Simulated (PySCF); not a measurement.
WClH₅, SMILES [Cl][WH5], multiplicity 1. The structure is a stationary point at PBE-D3(BJ)/def2-TZVP. The spin state was assumed, not searched. The structure was generated by enumeration; whether it is a known compound was not checked. The def2 effective core potentials stand for the cores of W; spin–orbit coupling is left out.

Computed with PBE-D3(BJ)/def2-TZVP in PySCF 2.14.0.

Harmonic wavenumbers (cm⁻¹): 99, 297, 372, 552, 610, 837, 923, 972, 995, 1030, 1942, 1950, 1967, 2045, 2047. Rotational constants (GHz): 46.17, 2.988, 2.978; symmetry number 1.

Problem. Work out the zero-point energy and the ideal-gas rigid-rotor harmonic-oscillator thermochemistry at 298.15 K and 1 atm.

Solution. ZPE = ½ Σ hcν = ½ × 16638 cm⁻¹ = 23.79 kcal/mol. H − E(el) = 27.46 kcal/mol. Entropy in cal/(mol K): translation 42.13, rotation 24.17, vibration 7.54, total 73.84. G − E(el) = 5.44 kcal/mol. Cp = 17.51 cal/(mol K). Modes under 150 cm⁻¹ make the vibrational entropy uncertain.
